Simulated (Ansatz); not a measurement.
```xyz
8

F    -0.1921    2.1498   -0.6572
Si    0.5827    0.7704   -0.6119
F     2.0474    1.0852   -0.0952
Cl    0.7158    0.0559   -2.5050
Si   -0.4798   -0.7477    0.8113
Cl   -2.3332   -1.1313    0.0201
H    -0.6379   -0.1743    2.1687
H     0.2970   -2.0081    0.8691
```

The species carries charge 0 and has multiplicity 1.

**Question.** List the ωB97M-V/def2-TZVPP orbital energies in eV (the Gaussian-basis code of Ansatz). (An estimate is asked.)

**Answer.** Computed: Occupied: -2772.52, -2772.37, -1809.80, -1808.49, -678.21, -678.19, -262.94, -262.77, -200.40, -200.29, -200.28, -200.24, -200.11, -200.11, -150.60, -149.50, -104.75, -104.75, -104.68, -103.66, -103.59, -103.58, -37.06, -36.55, -26.53, -26.29, -19.45, -18.19, -17.20, -16.56, -16.35, -15.56, -15.15, -14.67, -13.75, -13.68, -13.00, -12.39, -12.28, -11.69, -10.86. Lowest empty: 0.69, 1.38, 2.05, 2.61, 3.17, 3.50, 4.29, 5.15.
